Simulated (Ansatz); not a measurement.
This geometry of Cl2Zn + H4Si (8 atoms, charge 0, multiplicity 1) is a first-order saddle point.

Computed with RKS BHLYP-D4/def2-SVP in Ansatz 0.2.0.

```xyz
8
Properties=species:S:1:pos:R:3
Zn -0.407 0.038 -0.021
Cl 0.564 -0.210 2.155
Cl 0.458 0.213 -1.949
Si -2.756 0.012 1.035
H -3.400 -1.060 0.241
H -3.063 -0.203 2.469
H -3.278 1.336 0.625
H -0.953 -0.127 1.680
```

(1) Which two structures does it join? (They come from a converged band through this point; their orientation in space is the band's.)

(2) How far does it lie above each of them?

Results:

(1) Bonds broken: Zn1–Cl2, Si4–H8. Bonds formed: Zn1–Si4, Cl2–H8. Cl2Zn + H4Si becomes ClH + ClH3SiZn.

First end point:

```xyz
8
Properties=species:S:1:pos:R:3
Zn 0.396 0.048 0.400
Cl 1.635 -0.131 2.101
Cl -0.464 0.266 -1.529
Si -2.908 -0.034 1.032
H -3.144 -1.128 0.074
H -3.761 -0.185 2.230
H -3.097 1.292 0.416
H -1.492 -0.127 1.511
```

Last end point:

```xyz
8
Properties=species:S:1:pos:R:3
Zn -0.843 -0.086 -0.428
Cl 0.655 0.215 2.044
Cl 0.920 -0.146 -1.631
Si -2.962 -0.031 0.633
H -4.035 -0.735 -0.114
H -2.864 -0.667 1.977
H -3.411 1.368 0.861
H -0.295 0.083 2.893
```

(2) 197.5 kJ/mol above the first and 101.7 kJ/mol above the second. This is the barrier of this one path; another mechanism may lie lower. The orbitals stay closed-shell, which can raise the energy where a bond breaks towards radicals; this wasn't checked here.

Time of the run: 5.6 min on 2 threads of Arm Neoverse V1, with other jobs on the host, peak memory 0.26 GiB.
